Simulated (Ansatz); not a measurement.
Reactions of CHBrIN, SMILES `N=C(Br)I`.

Gas-phase electronic energies from Ansatz, PBE0-D4/def2-TZVP geometries. CBS: MP2 limit from def2 TZ/QZ plus the TZ coupled-cluster correction, frozen cores. This one scheme is used for every species, atoms too. Functionals use def2-TZVPP. No spin–orbit coupling; open shells (•) take unrestricted orbitals. Spin–orbit coupling would lower the free atoms: a little for C; clearly for Br; strongly for I. Elements past krypton have def2 core potentials. Bonds to Br, I are less sure, by a few kJ/mol each and by 10 to 20 or more in all where they break to atoms, as the def2 sets lack core-valence functions. Scalar relativity is left out up to krypton. Each species was taken in one conformer, which may not be the lowest.

| reaction | revPBE-D4 (eV) | r2SCAN-D4 (eV) | HF/CBS(def2) (eV) | CCSD/CBS(def2) (eV) | CCSD(T)/CBS(def2) (eV) |
| --- | --- | --- | --- | --- | --- |
| `N=C(Br)I` + H₂S → `N=C(S)I` + HBr | -0.16 | -0.17 | -0.18 | -0.16 | -0.16 |
| `N=C(Br)I` → Br• + C• + H• + I• + N• | 16.47 | 16.04 | 8.92 | 15.34 | 15.96 |
| `N=C(Br)I` + H₂ → `N=CBr` + HI | -0.43 | -0.56 | -1.09 | -0.71 | -0.60 |
| `N=C(Br)I` + HCl → `N=C(Cl)Br` + HI | 0.11 | 0.08 | 0.01 | 0.14 | 0.16 |
| `N=C(Br)I` + H₂ → `N=CI` + HBr | -0.45 | -0.57 | -1.06 | -0.75 | -0.65 |

Largest T1 diagnostic: 0.012, for `N=C(S)I`.
